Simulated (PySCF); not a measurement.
Isomers of C5H12FPSi.

All values: PBE0/pcSseg-1 (PySCF) at GFN2-xTB geometries, gas phase, one conformer each.

Question: Rank by the highest IAO charge on any atom, lowest value first.
A. `[CH3:1][Si:2]([CH3:3])([CH3:4])[CH2:5]/[P:6]=[CH:7]/[F:8]` with Si2–C5–P6–C7 91°
B. `[F:1][CH:2]1[CH2:3][CH2:4][P:5]([SiH3:6])[CH2:7][CH2:8]1` with F1–C2–C3–C4 -174°, C2–C3–C4–P5 -58°, C3–C4–P5–Si6 -60°, C4–P5–C7–C8 -45°
C. `[CH3:1][CH:2]([CH3:3])/[C:4]([F:5])=[P:6]\[CH2:7][SiH3:8]` with C1–C2–C4–F5 64°, C4–P6–C7–Si8 -83°
D. `[CH3:1][P:2]1[CH2:3][CH2:4][SiH:5]([F:6])[CH2:7][CH2:8]1` with C1–P2–C3–C4 -171°, P2–C3–C4–Si5 63°, C3–C4–Si5–F6 -164°, C4–Si5–C7–C8 45°

Answer: B (+0.372 e), C (+0.605 e), A (+1.073 e), D (+1.214 e).

Question: Rank by HOMO–LUMO gap, lowest first.
A. `[CH3:1][P:2]1[CH2:3][CH2:4][SiH:5]([F:6])[CH2:7][CH2:8]1` with C1–P2–C3–C4 -171°, P2–C3–C4–Si5 63°, C3–C4–Si5–F6 -164°, C4–Si5–C7–C8 45°
B. `[F:1][CH:2]1[CH2:3][CH2:4][P:5]([SiH3:6])[CH2:7][CH2:8]1` with F1–C2–C3–C4 -174°, C2–C3–C4–P5 -58°, C3–C4–P5–Si6 -60°, C4–P5–C7–C8 -45°
C. `[CH3:1][CH:2]([CH3:3])/[C:4]([F:5])=[P:6]\[CH2:7][SiH3:8]` with C1–C2–C4–F5 64°, C4–P6–C7–Si8 -83°

Answer: C (5.41 eV), B (6.95 eV), A (7.28 eV).

Question: Rank by the highest Hirshfeld charge on any atom, lowest value first.
A. `[CH3:1][CH:2]([CH3:3])/[C:4]([F:5])=[P:6]\[CH2:7][SiH3:8]` with C1–C2–C4–F5 64°, C4–P6–C7–Si8 -83°
B. `[CH3:1][P:2]1[CH2:3][CH2:4][SiH:5]([F:6])[CH2:7][CH2:8]1` with C1–P2–C3–C4 -171°, P2–C3–C4–Si5 63°, C3–C4–Si5–F6 -164°, C4–Si5–C7–C8 45°
C. `[F:1][CH:2]1[CH2:3][CH2:4][P:5]([SiH3:6])[CH2:7][CH2:8]1` with F1–C2–C3–C4 -174°, C2–C3–C4–P5 -58°, C3–C4–P5–Si6 -60°, C4–P5–C7–C8 -45°
D. `[CH3:1][Si:2]([CH3:3])([CH3:4])[CH2:5]/[P:6]=[CH:7]/[F:8]` with Si2–C5–P6–C7 91°

Answer: C (+0.242 e), A (+0.309 e), D (+0.410 e), B (+0.440 e).

All values together:

```csv
SMILES,μ (D),HOMO (eV),LUMO (eV),lowest IAO charge (e),highest IAO charge (e),lowest Hirshfeld charge (e),highest Hirshfeld charge (e)
FC1CCP([SiH3])CC1,0.68,-6.72,0.23,-0.437 (C),+0.372 (Si),-0.122 (F),+0.242 (Si)
CP1CC[SiH](F)CC1,2.52,-6.71,0.57,-0.609 (C),+1.214 (Si),-0.214 (F),+0.440 (Si)
C[Si](C)(C)C/P=C/F,2.81,-6.85,-1.40,-0.729 (C),+1.073 (Si),-0.220 (C),+0.410 (Si)
CC(C)/C(F)=P\C[SiH3],2.68,-6.69,-1.29,-0.727 (C),+0.605 (Si),-0.205 (C),+0.309 (Si)
```

Conformers: `[F:1][CH:2]1[CH2:3][CH2:4][P:5]([SiH3:6])[CH2:7][CH2:8]1` with F1–C2–C3–C4 -174°, C2–C3–C4–P5 -58°, C3–C4–P5–Si6 -60°, C4–P5–C7–C8 -45°; `[CH3:1][P:2]1[CH2:3][CH2:4][SiH:5]([F:6])[CH2:7][CH2:8]1` with C1–P2–C3–C4 -171°, P2–C3–C4–Si5 63°, C3–C4–Si5–F6 -164°, C4–Si5–C7–C8 45°; `[CH3:1][Si:2]([CH3:3])([CH3:4])[CH2:5]/[P:6]=[CH:7]/[F:8]` with Si2–C5–P6–C7 91°; `[CH3:1][CH:2]([CH3:3])/[C:4]([F:5])=[P:6]\[CH2:7][SiH3:8]` with C1–C2–C4–F5 64°, C4–P6–C7–Si8 -83°.
